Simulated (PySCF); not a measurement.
KTe and its ions

UHF-MP2; basis K x2c-SVPall, Te x2c-SVPall; spin-free X2C with a Gaussian nucleus; PySCF 2.14. Neutral (UHF): doublet (π ↑), Re = 3.210 Å, ωe = 168 cm⁻¹, De = 1.85 eV.

KTe⁺ (UHF): triplet (π ↑↑), Re = 3.711 Å, ωe = 87.9 cm⁻¹, De = 0.49 eV to K⁺ + Te. The energies at the minima are -7391.67050 hartree for KTe and -7391.46903 for KTe⁺.

Q: Work out the adiabatic ionisation energy, without and with harmonic zero-point energies (1 hartree = 27.2114 eV, 1 eV = 8065.5 cm⁻¹), and the change of the bond length.

A: At UHF-MP2: 0.20147 hartree = 5.482 eV between the minima; the zero-point term (87.9 − 168.0)/2 cm⁻¹ = -0.005 eV makes it 5.477 eV. Re changes by +50.1 pm against the neutral. The electron leaves a π orbital, and the ion is left as a loose complex of an ion and an atom.

Correlated steps freeze 23 core orbitals. Weak bonds: KTe⁺. Basis-set superposition, not corrected here, can be much of De in a small basis, most of all at correlated wavefunction levels. These are scalar-relativistic numbers at best; spin–orbit coupling would shift them, the dissociation energy most. For an ion De counts to the pair picked by the measured ionisation energies or electron affinities, which need not be the lowest pair at this level. States were picked by a PBE0 search and need not be the measured ground states.
